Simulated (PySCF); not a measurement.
C₂H₆Se.

```xyz
9

C     -1.4653     0.0000    -0.8263
Se     0.0000     0.0000     0.4769
C      1.4653     0.0000    -0.8263
H     -1.4168     0.8938    -1.4449
H     -2.3942     0.0000    -0.2599
H     -1.4168    -0.8938    -1.4449
H      1.4168    -0.8938    -1.4449
H      1.4168     0.8938    -1.4449
H      2.3942     0.0000    -0.2599
```

Coordinates come from a B3LYP-D3(BJ)/def2-TZVP optimisation.

All values below come from KT2/pcSseg-2 in PySCF. Non-relativistic, no solvent.

Computed absolute GIAO shielding of each atom: isotropic value and principal components (ppm):
```tsv
atom	σ(iso)	σ11	σ22	σ33	span
C1	166.2	148.5	163.8	186.2	37.7
Se2	1704.9	1489.8	1495.0	2129.8	640.0
C3	166.2	148.5	163.8	186.2	37.7
H4	29.4	23.7	27.2	37.3	13.6
H5	29.8	24.5	26.6	38.1	13.7
H6	29.4	23.7	27.2	37.3	13.6
H7	29.4	23.7	27.2	37.3	13.6
H8	29.4	23.7	27.2	37.3	13.6
H9	29.8	24.5	26.6	38.1	13.7
```
